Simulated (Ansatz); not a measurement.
CH10FNSi3, SMILES N[C@H]([SiH3])[Si@@H](F)[SiH3].

Coordinates come from a B3LYP-D3(BJ)/def2-SVP optimisation. The structure was generated by enumeration; whether it is a known compound was not checked. Other conformers were not sampled.

Two levels are set side by side: PBE/def2-SVPD (Ansatz, a first-principles code) and CAM-B3LYP/def2-SVPD (Ansatz). Energy differences of separate SCF runs at the same geometry; the states with an electron removed or added have multiplicity 2 and 2. Differences are taken from unrounded values.

```json
[
 {"quantity": "vertical ionisation energy (eV)", "CAM-B3LYP": "9.10"},
 {"quantity": "vertical singlet–triplet gap (eV)", "CAM-B3LYP": "5.55"}
]
```

Question: What does PBE give, and how far is it from CAM-B3LYP? (Estimate from the structure and the level; the computed values follow.)

Answer: 
```csv
quantity,PBE,PBE minus CAM-B3LYP
vertical ionisation energy (eV),8.62,-0.48
vertical singlet–triplet gap (eV),4.76,-0.79
```
